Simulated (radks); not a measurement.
Q: La+, 56 electrons, occupied as [Xe] 6s1 6p1 (not the ground configuration). All-electron calculation, scalar-relativistic Kohn-Sham, r2SCAN, spin-polarised, spherical densities, finite nucleus; open shells are filled with parallel spins first (spin-orbit coupling, left out, can overturn this in heavy ions); meta-GGA in the generalised Kohn-Sham scheme; Fermi nuclear charge, rms radius 4.855 fm. Program: a radial shooting solver on a logarithmic mesh with Libxc functionals. Some entries of the table are withheld. Estimate them.

orbital,occ.,eigenvalue (eV),<1/r> (bohr^-1),<r> (bohr)
1s up,1,-38822.94,62.01,0.02507
1s down,1,-38822.92,62.01,0.02507
2s up,1,-6207.047,14.29,0.1074
2s down,1,-6207.039,14.29,0.1074
2p up,3,-5560.907,13.55,0.09426
2p down,3,-5560.891,13.55,0.09426
3s up,1,-1342.186,5.187,0.2846
3s down,1,-1342.168,5.187,0.2846
3p up,3,-1134.644,4.909,0.2828
3p down,3,-1134.623,4.909,0.2828
3d up,5,-836.7677,4.646,0.2599
3d down,5,-836.7459,4.647,0.2599
4s up,1,-281.3392,2.145,0.6545
4s down,1,-281.2876,2.145,0.6545
4p up,3,-213.4447,1.980,0.6932
4p down,3,-213.3923,1.980,0.6931
4d up,5,-114.8908,1.722,0.7680
4d down,5,-114.8193,1.722,0.7677
5s up,1,-49.0201,0.8498,1.552
5s down,1,-48.8650,0.8468,1.557
5p up,3,-31.8024,0.7341,1.779
5p down,3,-31.6811,0.7341,1.774
6s up,1,-10.3372,0.3154,3.962
6p up,1,-6.9877,(1),4.653

A: 
(1) 6p up <1/r> (bohr^-1): 0.2683
